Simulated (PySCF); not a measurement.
[OsOF3]+ at several levels of theory

Computed with PySCF 2.14.0 (density fitting, no spin-orbit coupling) at the geometry relaxed with B3LYP:

```xyz
5
[OsOF3]+ (triplet)
Os    0.0683    0.0402   -0.0352
O     1.0133    0.9816    0.9439
F    -1.1045   -1.1242    0.7482
F     1.0164   -1.2823   -0.8556
F    -1.2472    0.9945   -0.8594
```

```tsv
level	basis	state	HOMO (eV)	gap (eV)	charge on Os1 (e)	dipole about the centre of mass (D)	largest force component (eV/Å)
B3LYP	Os def2-SVP with ECP60, O def2-SVP, F def2-SVP	triplet	-15.98	3.23	1.60	1.08	0.03
M06-L	the same	triplet	-14.76	1.45	1.75	1.08	0.26
TPSSh	the same	triplet	-15.25	2.38	1.62	1.02	0.21
BP86	the same	triplet	-14.33	1.09	1.45	0.87	0.60
CAM-B3LYP	the same	triplet	-17.89	6.49	1.62	1.18	0.61
B3LYP	Os def2-TZVP with ECP60, O def2-TZVP, F def2-TZVP	triplet	-15.93	3.27	1.74	1.13	0.20
```

HOMO and gap are taken over both spins. Charges are Mulliken's, which hang on the basis. The relaxation used the grid (50, 194), these runs (75, 302) or, all-electron (x2c bases, spin-free X2C Hamiltonian), (99, 590).

What does B3LYP with Os x2c-SVPall, O x2c-SVPall, F x2c-SVPall give here?

state triplet, HOMO (eV) -16.25, gap (eV) 3.09, charge on Os1 (e) 1.46, dipole about the centre of mass (D) 1.08, largest force component (eV/Å) 0.49. Time: 32 s on 2 threads of Arm Neoverse V1, on a shared host, from free ions and atoms.

Open shells may have lower solutions than the one found.
